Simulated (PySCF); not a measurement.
Input file for PySCF: D3(BJ) and D4 dispersion corrections on H2 (SMILES [H][H]).

```python
from pyscf import gto
from pyscf.dispersion import dftd3, dftd4

mol = gto.M(
    atom='''
    H    -0.00000000    0.00000000   -0.37198648
    H     0.00000000   -0.00000000    0.37198648
    ''',
    basis='def2-svp',
    charge=0, spin=0, verbose=0, max_memory=1800)
d3, d4 = {}, {}
for xc in ['hf', 'pbe', 'blyp', 'revpbe', 'tpss', 'r2scan', 'b3lyp', 'pbe0', 'bhlyp', 'camb3lyp', 'b2plyp']:
    d3[xc] = float(dftd3.DFTD3Dispersion(mol, xc=xc, version='d3bj', atm=False).get_dispersion()['energy'])
    print(f'D3(BJ) {xc:10s} {d3[xc]:14.8f} Eh')
for xc in ['hf', 'pbe', 'blyp', 'revpbe', 'tpss', 'r2scan', 'b3lyp', 'pbe0', 'bhlyp', 'camb3lyp', 'b2plyp']:
    d4[xc] = float(dftd4.DFTD4Dispersion(mol, xc={'camb3lyp': 'cam-b3lyp'}.get(xc, xc), atm=True).get_dispersion()['energy'])
    print(f'D4     {xc:10s} {d4[xc]:14.8f} Eh')
```

Program output:

```
D3(BJ) hf            -0.00117364 Eh
D3(BJ) pbe           -0.00009172 Eh
D3(BJ) blyp          -0.00017715 Eh
D3(BJ) revpbe        -0.00027727 Eh
D3(BJ) tpss          -0.00010509 Eh
D3(BJ) r2scan        -0.00002154 Eh
D3(BJ) b3lyp         -0.00014081 Eh
D3(BJ) pbe0          -0.00006893 Eh
D3(BJ) bhlyp         -0.00009780 Eh
D3(BJ) camb3lyp      -0.00005081 Eh
D3(BJ) b2plyp        -0.00005583 Eh
D4     hf            -0.00039018 Eh
D4     pbe           -0.00007417 Eh
D4     blyp          -0.00017992 Eh
D4     revpbe        -0.00039475 Eh
D4     tpss          -0.00010103 Eh
D4     r2scan        -0.00001842 Eh
D4     b3lyp         -0.00011575 Eh
D4     pbe0          -0.00005901 Eh
D4     bhlyp         -0.00006405 Eh
D4     camb3lyp      -0.00005559 Eh
D4     b2plyp        -0.00005062 Eh
```

The run finished.

Cost: very roughly 0.04 core-seconds.
